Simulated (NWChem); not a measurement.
# Si₂NH₆, doublet; SMILES [SiH2]N[SiH3]

```xyz
9

Si    -0.1527    -1.6286    -0.0758
N      0.6087    -0.0541     0.0250
Si    -0.1358     1.5291    -0.0148
H     -1.4741    -1.5253     0.6142
H      0.7199    -2.6151     0.6389
H      1.6152    -0.0640    -0.1228
H     -1.5341     1.3749     0.4570
H     -0.1582     2.1438    -1.3730
H      0.6097     2.4567     0.8793
```
Atoms are numbered in this order, from 1.

Results from NWChem. Spin-unrestricted. All runs use the structure optimised with B3LYP/6-31G* (spherical d), spin-unrestricted. No stability test was run on the SCF state. Vertical excitations in the gas phase; the lowest state need not have the same character in each row. Excited states of an open shell can be spin-contaminated.

For level PBE/def2-SVP, TDA:

```
Item                                                         Value
-----------------------------------------------------------  -----
lowest excitation (eV)                                        3.74
lowest state with f > 0.02 (eV)                               4.15
lowest empty minus highest occupied level, either spin (eV)   1.50
```

### Question
How do the values read with level BHandHLYP/def2-SVP, TDA instead?

### Answer
The lowest excitation (eV) is 4.59. The lowest state with f > 0.02 (eV) is 4.97 and the lowest empty minus highest occupied level, either spin (eV) comes out as 5.36.
